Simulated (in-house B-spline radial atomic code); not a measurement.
RPA and G0W0 on wB97X: Ag-

Configuration [Kr] 4d10 5s2, mean-field start wB97X. Computed with a B-spline radial code for spherical atoms: all electrons, non-relativistic, point nucleus, each spin shell either full or empty, empty states to l = 9 with an (l + 1/2)⁻⁴ tail; G0W0 by contour deformation at full frequency.

The anion's configuration is assumed.

Without relativity these are model numbers: it shifts the levels of so heavy an element strongly and can reorder them.

Command:
```bash
python run_gw.py task.json out
```
Settings (radii: box in bohr, nucleus in fm):
```
Z                        47
electrons                48
configuration            [Kr] 4d10 5s2
hamiltonian              nr
method                   wb97x
lmax                     9
spin_polarised           False
box_radius               60
intervals                58
ion_configuration        [Kr] 4d10 5s1
```

Cost of the run: 5.1 s on 1 thread of AMD EPYC 9R14, on a shared host.

Energies (hartree):

```json
{"term": "mean-field total", "value": "-5200.19349"}
{"term": "Hartree-Fock functional on these orbitals", "value": "-5197.67103"}
{"term": "direct second order", "value": "-4.0247"}
{"term": "second-order exchange", "value": "1.1087"}
{"term": "SOSEX correction", "value": "1.0241"}
```

Task: What is the RPA correlation energy, and what remains with SOSEX?

Result: RPA gives -3.5002 hartree (-1.98 eV per electron); RPA + SOSEX gives -2.4761, and the second-order doubles -2.916 hartree (no singles). RPA lacks exchange-type terms and so overcorrelates at short range.

Quasi-particle levels (eV):

```tsv
level	occupied	mean field	Σx - vxc	Σc	QP weight	G0W0
5s	yes	-1.131	0.87	?	?	?
```

G0W0 = mean field + (Σx - vxc) + Σc, with Σc (partial-wave tail included) taken at the quasi-particle energy. Only the outer levels were computed. Levels of low weight are left out.

Task: Where does G0W0 put 5s?

Result: At -1.223 eV, with Σc = -0.96 eV and a quasi-particle weight of 0.904. The tabulated removal energy is 1.302 eV (electron affinity of the neutral atom); the calculation leaves out relativity, Breit and QED terms, and what these don't explain is the method's own error.

Task: What does it cost to remove one electron (to [Kr] 4d10 5s1) by differences of total energies, each species on its own start (correlation terms add to the Hartree-Fock functional)?

Result: wB97X 1.135 eV, Hartree-Fock functional -0.042 eV, + RPA 0.952 eV, + RPA + SOSEX 0.735 eV, + second order 1.273 eV. Tabulated: 1.302 eV (electron affinity of the neutral atom); the calculation leaves out relativity, Breit and QED terms, and what these don't explain is the method's own error.
